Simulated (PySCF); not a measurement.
**Electric field gradients and quadrupole coupling constants**

Compound: C5H6O3.
Numbering: `[CH3:1][O:2][C@@H:3]1[CH:4]=[CH:5][C:6](=[O:7])[O:8]1` (hydrogens: H9, H10, H11 on C1; H12 on C3; H13 on C4; H14 on C5)

Geometry (GFN2-xTB, Å), atoms numbered from 1 in this order:
```xyz
14
C5H6O3 angstrom
C      2.3272    0.0425   -0.0509
O      1.1175   -0.5701   -0.4622
C      0.0439   -0.3149    0.3701
C     -1.1800   -1.0474   -0.1128
C     -2.1302   -0.1657   -0.3883
C     -1.6050    1.1943   -0.0980
O     -2.1512    2.2510   -0.2027
O     -0.3345    1.0547    0.3562
H      2.2263    1.1297   -0.0272
H      3.0702   -0.2471   -0.7897
H      2.6248   -0.3171    0.9401
H      0.2929   -0.5673    1.4203
H     -1.1797   -2.1149   -0.2169
H     -3.1227   -0.3281   -0.7602
```

Field gradients from the PBE0/pcSseg-1 density (PySCF, non-relativistic), principal values in atomic units, ordered |Vxx| ≤ |Vyy| ≤ |Vzz|:

```tsv
atom	Vxx	Vyy	Vzz
O2	-0.0745	-1.9181	1.9926
O7	0.6310	1.0047	-1.6358
O8	-0.3537	-1.2628	1.6166
```

Question: Find the asymmetry η = (Vxx − Vyy)/Vzz and the couplings χ = eQV/h (234.96 MHz × Q in barn × V in au), with Q(17O) = −0.0256 b.

Answer: 
```tsv
atom	environment	nucleus	η	χzz (MHz)	χxx (MHz)	χyy (MHz)
O2	ether oxygen	17O	0.93	-11.99	0.45	11.54
O7	ester carbonyl oxygen	17O	0.23	9.84	-3.80	-6.04
O8	ester single-bonded oxygen	17O	0.56	-9.72	2.13	7.60
```

At O2 η is above 0.9: Vyy and Vzz are nearly equal in size and opposite in sign, so a small change could swap them and flip the sign of χzz. 

Question: What is Vzz at O8 in SI units (1 au = 9.71736 × 10²¹ V/m²)?

Answer: 1.6166 au = 15.709 × 10²¹ V/m².

Question: What couplings would deuterons (Q(2H) = 0.00286 b) have in place of the hydrogens, at this geometry?

Answer: 
```csv
atom,bonded to,bond length (Å),Vzz (au),η,χzz (kHz)
H9,C1,1.092,0.2929,0.07,197
H10,C1,1.087,0.3073,0.07,207
H11,C1,1.095,0.2918,0.09,196
H12,C3,1.108,0.2609,0.03,175
H13,C4,1.073,0.3407,0.03,229
H14,C5,1.072,0.3415,0.03,229
```

Geometry: GFN2-xTB, one conformer, isolated molecule. GFN2-xTB bond lengths can be off by several hundredths of an ångström, more for odd bonds, and the gradients follow them. A larger basis could move these couplings by a tenth or more.
